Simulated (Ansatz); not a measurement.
Geometry optimisation, RKS PBE-D4/def2-SVP (Ansatz 0.2.0).

input.yaml

```yaml
crystal:
  periodic: [false, false, false]
  atoms:
    - { symbol: Ta, position_ang: [-0.631585, 0.604422, 0.269113] }
    - { symbol: Cl, position_ang: [2.67265, -0.9642, 0.516974] }
    - { symbol: Cl, position_ang: [-0.592337, 0.72651, 2.606404] }
    - { symbol: F, position_ang: [0.029209, 0.817999, -1.496662] }
    - { symbol: Cl, position_ang: [-2.580352, 1.774519, -0.055781] }
    - { symbol: O, position_ang: [-0.772967, -1.265693, 0.180367] }
    - { symbol: H, position_ang: [-0.042234, -1.91223, 0.262048] }
    - { symbol: H, position_ang: [0.881079, 1.524309, 0.560226] }
    - { symbol: H, position_ang: [2.301536, 0.327765, 0.545612] }
basis:
  gaussian: { orbitals: def2-SVP }
hamiltonian:
  xc: pbe
  dispersion: d4
relax:
  f_tol: 0.03
  max_steps: 50
```

Run as:

```bash
$ ansatz run input.yaml --threads 4 --pin off --max-ram 5120MiB --backend cpu --events-out ev --progress --plain --runs-dir out
```

Q: Where does it end, and by what steps?

A: The run converged. The force dipped under the threshold on the way, but the program's further checks kept it going. After 37 steps the energy has fallen by 1.163 eV; H9 moved furthest, 2.45 Å. Parted: Ta1–H8 (1.79 → 3.56 Å), Cl2–H9 (1.34 → 4.24 Å). Joined: Ta1–Cl2 (3.67 → 2.37 Å), H8–H9 (1.86 → 0.77 Å).

```
step  energy less start (eV)  largest force component (eV/Å)  accepted
   0                  0.0000                           0.767       yes
   2                 -0.0376                           0.370       yes
   4                 -0.0630                           0.218       yes
   6                 -0.1202                           0.768       yes
   8                 -0.2764                           1.040       yes
  10                 -0.7778                           0.791       yes
  12                 -0.9865                           1.124       yes
  14                 -1.1027                           0.395       yes
  16                 -1.1182                           0.194       yes
  18                 -1.1252                           0.145       yes
  20                 -1.1279                           0.195       yes
  22                 -1.1335                           0.091       yes
  24                 -1.1374                           0.122       yes
  26                 -1.1434                           0.308       yes
  28                 -1.1572                           0.094       yes
  30                 -1.1612                           0.045       yes
  32                 -1.1621                           0.068       yes
  34                 -1.1627                           0.014       yes
  36                 -1.1626                           0.033        no
  37                 -1.1627                           0.008       yes
```

```xyz
9
Properties=species:S:1:pos:R:3
Ta -0.216 -0.191 0.311
Cl 1.725 -1.527 0.524
Cl -0.032 0.527 2.499
F 0.635 0.609 -1.166
Cl -2.067 1.186 -0.098
O -1.262 -1.742 0.099
H -0.993 -2.677 0.034
H 1.677 2.749 0.972
H 1.798 2.700 0.214
```

Whether the end is a true minimum wasn't checked by a vibrational analysis.

Time of the run: 75 s on 4 threads of Arm Neoverse V2, on a shared host, peak memory 0.2 GiB.
